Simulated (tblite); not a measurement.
A structure optimised at GFN2-xTB (Å):
```
atom  x, y, z in Å
N1     2.2297   -0.5706   -2.4729
C2     2.0478    0.1429   -1.5992
C3     1.7809    1.0420   -0.4905
O4     0.4161    1.0832   -0.1267
C5    -0.0362   -0.0560    0.5449
C6    -0.5024   -1.2832   -0.2450
C7    -1.4621   -0.4018    0.4377
C8    -2.7381   -0.3504    1.1526
C9    -2.7784    0.3503    0.0666
H10    2.0447    2.0617   -0.7927
H11    2.4101    0.7427    0.3640
H12    0.4887   -0.2373    1.4843
H13   -0.2827   -2.2613    0.1601
H14   -0.4476   -1.2375   -1.3244
H15   -3.1750    0.9832   -0.6863
```

Doublet state.

(1) Read off the bonds between heavy atoms and their formal orders.

(2) Which species is it?

(3) Name the point group.

(4) Which rings does it hold (smallest set)?

(5) Describe the place of each heavy atom.

(6) What is the arrangement about C5?

(7) What is the arrangement about C6?

## Answers

(1) N1–C2 1.14 Å (triple); C2–C3 1.45 Å (single); C3–O4 1.41 Å (single); O4–C5 1.40 Å (single); C5–C6 1.53 Å (single); C6–C7 1.47 Å (single); C7–C8 1.46 Å (single); C8–C9 1.29 Å (double); C5–C7 1.47 Å (single); C7–C9 1.56 Å (single). Bonds to hydrogen (Å): C3–H10 1.10; C3–H11 1.10; C5–H12 1.09; C6–H13 1.08; C6–H14 1.08; C9–H15 1.06. The orders are those of one drawing; other resonance forms can be drawn.

(2) `N#CCO[C@@H]1C[C@@]12[C]=C2`, C7H6NO.

(3) C1 (no symmetry element, even within 0.4 Å).

(4) C7–C8–C9 (3 members); C5–C6–C7 (3 members).

(5) N1: nitrogen bonded to C; C2: carbon bonded to C and N; C3: carbon bonded to C, O and 2 H; O4: oxygen bonded to 2 C; C5: carbon bonded to 2 C, O and H; C6: carbon bonded to 2 C and 2 H; C7: carbon bonded to 4 C; C8: carbon bonded to 2 C; C9: carbon bonded to 2 C and H.

(6) It has 4 neighbours (O4, C6, C7, H12) and has angles from 58.6° to 120.2°.

(7) It has 4 neighbours (C5, C7, H13, H14) and has angles from 58.6° to 120.0°.

All values are computed, not measured.
